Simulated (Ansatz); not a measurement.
Program: Ansatz. Geometries: PBE0-D4/def2-TZVP. ΔE: electronic, gas phase. CCSD(T)/CBS adds triple-zeta CCSD(T) − MP2 to the extrapolated MP2 energy (def2 sets, frozen cores). This one scheme is used for every species. DFT in def2-TZVPP. B3LYP here is the variant with VWN-RPA as its local correlation; programs differ in this. For Ga, Se outer-core shells are correlated without core-valence functions, which leaves a few kJ/mol of doubt a bond. Scalar relativity is left out up to krypton. One conformer a species, not always the lowest.

Consider the formal exchange of groups at the Se–Ga bond: `[CH3][Ga]([F])[SeH]` + `NCBO` → `NCB(O)[SeH]` + `[CH3][GaH][F]`.

(1) Is it downhill or uphill in electronic energy at CCSD(T)/CBS, and by how much? (Best estimate.)

(2) What do these levels give: PBE-D4, r2SCAN-D4, ωB97X-V, ωB97M-V, PBE, r2SCAN, PBE0, B3LYP, MP2/def2-TZVPP, CCSD(T)/def2-TZVPP, HF/CBS(def2), CCSD/CBS(def2)? (Best estimate.)

Largest T1 diagnostic among the species: 0.013.

## Answers

(1) Ansatz gave: Uphill: ΔE = +16.5 kcal/mol.

(2) Computed: PBE-D4 15.2, r2SCAN-D4 15.7, ωB97X-V 16.1, ωB97M-V 16.3, PBE 15.7, r2SCAN 15.9, PBE0 16.5, B3LYP 17.0, MP2/def2-TZVPP 16.2, CCSD(T)/def2-TZVPP 16.1, HF/CBS(def2) 17.6, CCSD/CBS(def2) 16.7 kcal/mol.

In def2-TZVPP, CCSD(T) changes the Hartree–Fock value by −1.7 kcal/mol (the triples alone add −0.2 kcal/mol) and MP2 by −1.6 kcal/mol. The D4 term adds −0.8 kcal/mol with B3LYP and −0.4 kcal/mol with PBE0; it sums over pairs of atoms, weighted by their polarisabilities, and B3LYP, whose exchange is more repulsive, gets the larger term. From PBE to PBE0 (25 % exact exchange), in def2-TZVPP and without D4, ΔE moves by +0.8 kcal/mol.
